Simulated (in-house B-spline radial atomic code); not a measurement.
## Ionising Sr VI (Sr5+) with different functionals

Computed with a radial B-spline atomic code at the basis-set limit: non-relativistic Hamiltonian, point nucleus, spin-polarised at highest spin, spherical fractional occupations for the functionals, and exact exchange of hybrids averaged over the configuration. The ionisation energy is the difference of two self-consistent energies, [Ar] 3d10 4s2 4p3 → [Ar] 3d10 4s2 4p2, without Breit or QED terms; ε is the level of the shell that loses the electron (its least bound occupied spin orbital). There is no spin-orbit coupling in this Hamiltonian.

```
   method                    rung  ΔSCF (eV)  -ε(4p) (eV)
     PBE0           global hybrid      88.99        83.36
    B3LYP           global hybrid      88.86        82.78
    TPSSh           global hybrid      89.10        82.30
   M06-2X           global hybrid          ?            ?
BHandHLYP           global hybrid      88.85        85.18
  r2SCAN0           global hybrid      89.47        83.91
    B97-1           global hybrid      88.86        82.90
    HSE06  range-separated hybrid      88.92        82.89
    wB97X  range-separated hybrid      88.69        85.80
CAM-B3LYP  range-separated hybrid          ?            ?
  LC-wPBE  range-separated hybrid      88.94        86.33
```

What does CAM-B3LYP give?

ΔSCF 88.84 eV, and -ε(4p) = 84.68 eV.

What does M06-2X give?

ΔSCF 88.64 eV, and -ε(4p) = 85.04 eV.

Among the functionals, which spreads more, the ΔSCF values or the orbital energies?

The orbital energies: ΔSCF values span about 0.83 eV and the orbital energies 4.02 eV; here energy differences depend much less on the functional than eigenvalues do.

How do they compare with the NIST value?

NIST lists 88 eV ± 2 (tabulated theory, ground level to ground level). Errors run from +0.64 to +1.47 eV; all lie within about twice that uncertainty, so the table can't rank the methods.
